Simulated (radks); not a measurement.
Question: These are the eigenvalues of the occupied orbitals of an atom or ion with whole-number occupations (eV). Method: scalar-relativistic Kohn-Sham, PBEsol, spin-polarised, spherical densities, finite nucleus; Fermi nuclear charge, rms radius of each element as measured or else 0.836 A^(1/3) + 0.57 fm; computed with a radial shooting solver on a logarithmic mesh with Libxc functionals.

1s up: -28164.65
1s down: -28144.79
2s up: -6261.773
2s down: -6230.816
2p up: -5939.896
2p down: -5902.222

Which element is it, and in what charge state? The configuration may be excited. Open shells, if any, are filled with parallel spins first.

Answer: Z = 47, silver, charge +39: Ag39+ in [He] 2s2 2p4. The list shows which subshells hold electrons but not how many an open one holds; the 1s level, -1035 hartree, gives Z - s = 45.5 by -(Z - s)^2/2, which with screening and relativity narrows Z to a few neighbours, and the depths of the outer levels then fix element, charge and occupations together.
